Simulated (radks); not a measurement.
C3+, configuration [He] 2s1.

All-electron calculation, Dirac Kohn-Sham, LDA (Slater exchange, Perdew-Wang correlation), spin-unpolarised, spherical densities, finite nucleus; Fermi nuclear charge, rms radius 2.4702 fm. Program: a radial shooting solver on a logarithmic mesh with Libxc functionals.

Energy parts (eV):
total: -935.601
kinetic: 932.447
electron-nucleus: -2023.603
Hartree: 252.481
exchange-correlation: -96.926

Orbitals (lengths in bohr, moments of r in powers of bohr; r(max) is where P^2 peaks):
orbital  occ.  eigenvalue (eV)  <1/r>  r(max)     <r>    <r^4>  small-component weight
1s1/2       2        -329.1134  5.630  0.1748  0.2710  0.02585                4.22e-04
2s1/2       1         -55.8653  1.133   1.084   1.286    6.361                6.79e-05

The highest occupied level is 2s1/2 at -55.865 eV. Summed over all electrons, <r^2> = 2.136 bohr^2, which gives a Langevin (diamagnetic) susceptibility term of -1.69 x 10^-6 cm^3/mol. For comparison, the ionisation energy in NIST's Atomic Spectra Database is 64.494 eV (measured). In exact Kohn-Sham theory the highest level is minus the ionisation energy, but local and semilocal functionals leave it too shallow, through self-interaction and a potential that decays too fast; potentials with the right tail come closer.

Beside tabulated values, note that spin-unpolarised runs miss the spin-polarisation part of the exchange energy of open shells.
